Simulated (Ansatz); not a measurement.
W3O5 was relaxed with r2SCAN-D4 (def2-SVP) in Ansatz in these states: charge +1 doublet, neutral quintet, neutral triplet. The geometries follow in no particular order.

In the def2 sets W takes a core potential; there is no spin–orbit coupling.

A:

```xyz
8

W    -0.3282   -1.4500   -0.5954
W    -1.2300    0.4424    1.0182
W     0.9616    1.2624   -0.2159
O    -2.1165   -0.8406   -0.0657
O     0.9034   -0.2273   -1.4458
O     2.3103    1.5571    0.7873
O     0.1986   -2.8837    0.1658
O    -0.6992    2.1397    0.3515
```

B:

```xyz
8

W     0.510   -0.304   -1.269
W     0.129   -1.388    1.072
W    -0.683    1.050    0.628
O    -0.109   -2.114   -0.604
O    -0.860    1.052   -1.292
O     0.332    2.169    1.400
O     2.140    0.116   -1.476
O    -1.459   -0.582    1.543
```

C:

```
atom    x (Å)    y (Å)    z (Å)
  W1   0.4822   1.2104  -0.4155
  W2  -1.6155   0.3095   0.5422
  W3   0.4603  -1.3292   0.4113
  O4  -0.9668   2.0935   0.5995
  O5   1.8002   0.0373   0.4500
  O6   0.5120  -2.4432  -0.8892
  O7   0.5333   1.4813  -2.1123
  O8  -1.2057  -1.3595   1.4141
```

**Question.** Judge from the bond lengths which geometry belongs to which state (an estimate).

**Answer.** A is the neutral quintet (W1–W3 3.027 Å, W1–W2 2.645 Å, W2–O8 1.899 Å); B is the charge +1 doublet (W1–W3 2.617 Å, W1–W2 2.607 Å, W2–O8 1.842 Å); C is the neutral triplet (W1–W3 2.671 Å, W1–W2 2.476 Å, W2–O8 1.927 Å).

At PBE0-D4/def2-TZVP a triplet lies 0.33 eV below the neutral quintet. These are the stationary points nearest to one start from a short search; other shapes may lie lower in each state.
